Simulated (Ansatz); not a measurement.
Consider the redistribution: `[SH][In]([Br])[Br]` + `S=C[SiH2]S` → `[SH][In]([SH])[Br]` + `S=C[SiH2]Br`.

Calculated with Ansatz (gas phase, PBE0-D4/def2-TZVP geometries, no zero-point term in ΔE). CCSD(T)/CBS is the MP2 limit (def2-TZVPP, def2-QZVPP) plus CCSD(T) − MP2 in def2-TZVPP, frozen cores. DFT in def2-TZVPP. B3LYP here is the variant with VWN-RPA as its local correlation; programs differ in this. HSE06 is defined as in plane-wave codes. def2 core potentials past Kr. For Br, In outer-core shells are correlated without core-valence functions, which leaves a few kJ/mol of doubt a bond. Scalar relativity is left out up to krypton. Each species was taken in one conformer, which may not be the lowest.

```json
{"level": "PBE-D4", "ΔE (eV)": "0.07"}
{"level": "B3LYP-D4", "ΔE (eV)": "0.09"}
{"level": "HSE06-D4", "ΔE (eV)": "0.08"}
{"level": "CAM-B3LYP-D4", "ΔE (eV)": "0.09"}
{"level": "PBE", "ΔE (eV)": "0.07"}
{"level": "BLYP", "ΔE (eV)": "0.08"}
{"level": "HSE06", "ΔE (eV)": "0.08"}
{"level": "MP2/def2-SVP", "ΔE (eV)": "0.10"}
```

(1) What does CCSD(T)/CBS give? (Best estimate.)

Largest T1 diagnostic among the species: 0.014.

## Answers

(1) Computed: +0.06 eV. The listed levels differ from it by 0.01, 0.03, 0.02, 0.03, 0.01, 0.02, 0.02, 0.04 eV.

At CCSD(T), def2-SVP lies +0.04 eV from the extrapolated value and def2-TZVPP −0.01 eV. Leaving LDA and LC-ωPBE aside and taking each functional with its dispersion term where it has one, the values, not all of them listed here, spread over 0.04 eV, from ωB97M-V to BHLYP-D4.
